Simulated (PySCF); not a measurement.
Cl$_{2}$Sn, triplet, geometry from GFN2-xTB (such geometries of metal compounds can be far from the true shape) (the spin is typed, not shown lowest) (core potentials on Sn). Base run: B3LYP/def2-SVP in PySCF.

PySCF was given this input:
```python
from pyscf import gto, scf, dft

mol = gto.Mole()
mol.atom = '''
    Sn    0.00993257   -0.00944619    0.58952790
    Cl    1.24741626    1.57493270   -0.86320274
    Cl   -1.27662969   -1.54714980   -0.87070284
'''
mol.basis = 'def2-svp'
mol.ecp = {'Sn': 'def2-svp'}
mol.spin = 2
mol.verbose = 4
mol.build()

mf = dft.UKS(mol)
mf.xc = 'b3lyp'
mf.kernel()
```

The base run was repeated with changes; each row names its change, and settings that it needs were set with it.

```
change                               ΔE vs base (µEh)  grid points  electrons on the grid
-----------------------------------  ----------------  -----------  ---------------------
base                                              0.0        59720               56.00000
grids.level = 7                                  -4.5       261744               56.00000
grids.atom_grid = (50, 194)                     -27.0        18832               56.00000
small_rho_cutoff = 0                              0.0        59720               56.00000
grids.level = 2                                  -3.4        37536               56.00000
grids.level = 1                                 -27.6        20664               56.00000
grids.atom_grid = (30, 110)                      -699         7272               56.00114
grids.atom_grid = (99, 590)                      -2.7        88440               56.00000
grids.radi_method = gauss_chebyshev              -0.5        57800               56.00000
grids.atom_grid = (150, 974)                     -5.0       218944               56.00000
grids.radi_method = mura_knowles                 -0.3        54240               56.00000
```

Open shells are given as the SCF converged; they aren't shown to be the lowest states, and a large step between rows can be another state.
